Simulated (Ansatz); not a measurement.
CH₅B₂Cl (`BCBCl`), relaxed with RKS PBE-D4/def2-SVP in Ansatz from a rough embedded geometry. The force threshold is 0.03 eV/Å; the program also tests the step.

The species carries charge 0 and has multiplicity 1.

Start:

```xyz
9

B     0.511   -0.280    1.201
C    -0.359   -0.483   -0.040
B    -0.055    0.661   -1.096
Cl   -1.338    1.746   -1.749
H     1.284    0.653    1.354
H     0.433   -1.031    2.178
H    -0.113   -1.494   -0.496
H    -1.394   -0.467    0.216
H     1.032    0.696   -1.568
```

(1) How much energy does the relaxation release, and in how many steps? (Best estimate.)

(2) Which bonds change most? (Best estimate.)

(3) Give the relaxed structure. (An estimate is asked.)

## Answers

(1) Computed: 8.16 kcal/mol, in 14 steps, 2 of them rejected.

(2) Computed: B3–Cl4 from 1.803 to 1.763 Å; C2–H8 from 1.067 to 1.105 Å; B1–C2 from 1.529 to 1.561 Å; B3–H9 from 1.186 to 1.214 Å.

(3) Computed: 
```xyz
9

B     0.479   -0.261    1.208
C    -0.329   -0.569   -0.091
B    -0.124    0.650   -1.047
Cl   -1.453    1.744   -1.426
H     1.689   -0.120    1.157
H    -0.081   -0.132    2.281
H     0.256   -1.374   -0.600
H    -1.387   -0.849    0.066
H     0.949    0.911   -1.548
```
